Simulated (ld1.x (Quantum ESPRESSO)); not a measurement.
Results of a calculation; reference values are marked as such.
# Potentials for silicon (Si) compared

Generated with ld1.x 7.5 (TM, RRKJ, ultrasoft, PAW), atompaw 4.2 or ONCVPSP 4.0.1. The cutoff is in Ry: for ld1.x and atompaw files where the sum of valence levels is converged to 10 mRy in a Bessel basis, for ONCV files where the hardest occupied wave has 1 mHa per electron of residual kinetic energy. The error is the largest all-electron minus pseudo excitation energy over each file’s own four to seven test configurations (ionisations up to +4, promotions, holes and added fractions of an electron), all of which were solved. The labels leave out finer settings (local radius, basis sizes, second energies), which also bear on the numbers. Spin-polarised tests are not counted. The rows are a selection from randomly drawn settings: files with unsolved tests, undetermined cutoffs or missed reference levels are left out.

```tsv
potential	cutoff (Ry)	largest error (meV)	bound ghosts
RRKJ, PBEsol, scalar-relativistic, rc 1.85/1.95/2.00 (spd), local s, core correction yes, reference 3s2 3p1	21	+52	none
TM, PBE, scalar-relativistic, rc 1.30/2.30 (sp), local s, core correction yes, reference 3s2 3p2	40	+62	none
```

(1) Fill in the row for Si: TM, LDA (PZ), scalar-relativistic, rc 1.50/2.35 (sp), local smoothed, core correction yes, reference 3s1.75 3p2.25.

(2) Fill in the row for Si: PAW, PBE, scalar-relativistic, rc 1.55/2.60/2.80 (spd), local smoothed, core correction yes, reference 3s2 3p2.

(3) Fill in the row for Si: TM, PW91, scalar-relativistic, rc 1.40/1.85 (sp), local smoothed, core correction no, reference 3s2 3p2.

Answers

(1) cutoff 15 Ry, largest error +14 meV, bound ghosts: none.

(2) cutoff 12 Ry, largest error -58 meV, bound ghosts: none.

(3) cutoff 18 Ry, largest error +620 meV, bound ghosts: none.
